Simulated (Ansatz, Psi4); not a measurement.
Psi4 was given this input:
```
memory 2 GB

molecule mol {
0 2
O    -0.843175   -0.876036   -0.914558
Si   -0.169416   -0.080382    0.342912
O    -0.285085    1.517739   -0.033164
O     1.370660   -0.579478    0.490977
H    -1.581782   -0.473457   -1.362889
H     0.234136    2.152053    0.452111
H     1.780269   -1.051053   -0.236026
}

set {
  basis sto-3g
  reference uks
  scf_type pk
  puream true
  d_convergence 1e-8
  dft_radial_points 99
  dft_spherical_points 590
}

energy('revpbe')
print_variables()
```

Question: Give the equivalent Ansatz (a first-principles code) input.

Answer: This is not unique; one that fits is 
Ansatz 0.2 input:
```yaml
crystal:
  periodic: [false, false, false]
  atoms:
    - {symbol: O, position_ang: [-0.84317475, -0.87603590, -0.91455838]}
    - {symbol: Si, position_ang: [-0.16941596, -0.08038194, 0.34291190]}
    - {symbol: O, position_ang: [-0.28508537, 1.51773913, -0.03316397]}
    - {symbol: O, position_ang: [1.37066024, -0.57947772, 0.49097699]}
    - {symbol: H, position_ang: [-1.58178239, -0.47345656, -1.36288875]}
    - {symbol: H, position_ang: [0.23413609, 2.15205276, 0.45211068]}
    - {symbol: H, position_ang: [1.78026866, -1.05105329, -0.23602572]}
basis:
  gaussian:
    orbitals: STO-3G
hamiltonian:
  xc: revpbe
magnetization: {spin_polarized: true, initial_magnetization: 1}
accuracy: high
```

Both were run: Psi4 gave -510.279152 Eh and Ansatz -510.279152 Eh, 0.000 mEh apart.
